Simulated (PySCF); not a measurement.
These 2 structures share the formula C2H12B2N2. The calculation used PySCF 2.14.0, PBE0-D3(BJ)/def2-SVP geometry optimisation, gas phase. Energies are electronic, without zero-point or thermal terms, for one conformer each. No frequencies were run at this level. Point groups hold within 0.08 Å.

Problem. Rank from lowest to highest electronic energy at this level (kcal/mol).
A. `[CH3:1][CH2:2][BH-:3]1[NH2+:4][BH2-:5][NH2+:6]1` with C1–C2–B3–N4 -174°
B. `[CH3:1][CH2:2][NH+:3]1[BH2-:4][NH2+:5][BH2-:6]1` with C1–C2–N3–B4 -176°

Solution. A (0.0), B (10.7).

```tsv
SMILES	E (Eh)	E rel (kcal/mol)	dipole (D)	point group	A, B, C (MHz)
CC[BH-]1[NH2+][BH2-][NH2+]1	-242.28062	0.0	0.35	C1	6677, 2175, 1843
CC[NH+]1[BH2-][NH2+][BH2-]1	-242.26350	10.7	0.15	C1	7766, 2127, 1862
```

Problem. How do the relative energies change in single points at PBE0/pcSseg-1 (no added dispersion term) on the same geometries?

Solution. 
| SMILES | PBE0-D3(BJ)/def2-SVP (kcal/mol) | PBE0/pcSseg-1 (kcal/mol) | shift |
| --- | --- | --- | --- |
| CC[BH-]1[NH2+][BH2-][NH2+]1 | 0.0 | 0.0 | 0.0 |
| CC[NH+]1[BH2-][NH2+][BH2-]1 | 10.7 | 10.4 | -0.3 |

Each column counts from its own lowest isomer. The order is unchanged; the largest shift is 0.3 kcal/mol.
